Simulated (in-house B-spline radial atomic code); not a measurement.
Multiplet parameters of the 3p3 shell in the copper ion Cu¹⁴⁺ ([Ne] 3s2 3p3). Computed with a radial B-spline atomic code at the basis-set limit: non-relativistic Hartree-Fock, average of configuration, point nucleus.

Slater integrals: F^2 = 164605 cm⁻¹. Central-field spin-orbit parameter ζ(3p) = 20470 cm⁻¹ (bare central field on non-relativistic orbitals, without two-electron terms: too large for light atoms, too small for heavy ones).

With F₂ = F^2/25 = 6584 cm⁻¹:

Q: Where do the terms lie in LS coupling, without spin-orbit interaction?

A: In cm⁻¹ above the Hund's-rule term:
| term | expression | energy |
| --- | --- | --- |
| 4S | 0 F₂ | 0 |
| 2D | 9 F₂ | 59258 |
| 2P | 15 F₂ | 98763 |

Q: Is LS coupling a fair picture here?

A: Unscaled Hartree-Fock integrals overestimate measured term splittings, because correlation screens the repulsion; fits to spectra scale them down, most for low charges. Here ζ is 3.11 times F₂, so the coupling is intermediate: spin-orbit interaction mixes the terms, and LS labels name only the largest part.
